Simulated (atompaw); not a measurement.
# What one change does to a pseudopotential (argon (Ar), PAW (atompaw))

Ar, PAW, made with atompaw 4.2.0.5 (LDA (PW92), scalar-relativistic). Core [Ne], reference 3s2 3p6. Waves: 3s (bound): rc 1.25 bohr; 3s channel at -0.4 Ry: rc 1.25 bohr; 3p (bound): rc 1.25 bohr; 3p channel at -0.4 Ry: rc 1.25 bohr; 3d channel at -0.05 Ry: rc 1.05 bohr. Local part: bessel scheme, radius 0.95 bohr. Core correction: smooth core density matched at 0.95 bohr. Augmentation charge: gaussian compensation charge, radius 1.05 bohr; PAW radius 1.25 bohr; waves and projectors: custom polynom gramschmidtortho.

Change: local potential bessel scheme, radius 0.90 bohr.

Cutoffs: the cutoffs (Ry, on a coarse ladder) from which the occupation-weighted sum of valence levels, in a spherical-Bessel basis at the reference potential, stays within 10 and 1 mRy of its value at 400 Ry; they do not see the model core or the augmentation charge, which bear on the density cutoff.

Task: What does the change do?

Result: The potential gets neither clearly harder nor softer (35 Ry and 60 Ry → 35 Ry and 60 Ry); the range in which the s phases agree narrows (upper end at the end of the scan → 2.0); neither file shows a bound ghost.

```tsv
quantity	base	changed
cutoff, loose	35 Ry	35 Ry
cutoff, tight	60 Ry	60 Ry
loose cutoff by channel (10 mRy a level)	s 30 Ry, p 15 Ry	s 25 Ry, p 15 Ry
bound ghosts	none	none
s: phases at 1.25 bohr within 0.05 rad from the reference energy up to (Ry; the scan ends near 5)	to the end of the scan	2.0
p: phases at 1.25 bohr within 0.05 rad from the reference energy up to (Ry; the scan ends near 5)	to the end of the scan	to the end of the scan
d: phases at 1.25 bohr within 0.05 rad from the reference energy up to (Ry; the scan ends near 5)	to the end of the scan	to the end of the scan
lowest overlap eigenvalue by channel	s 0.21, p 0.67, d 1.00	s 0.19, p 0.67, d 1.00
```

 The cutoffs see the waves, projectors and local potential, not the compensation charge or the core.
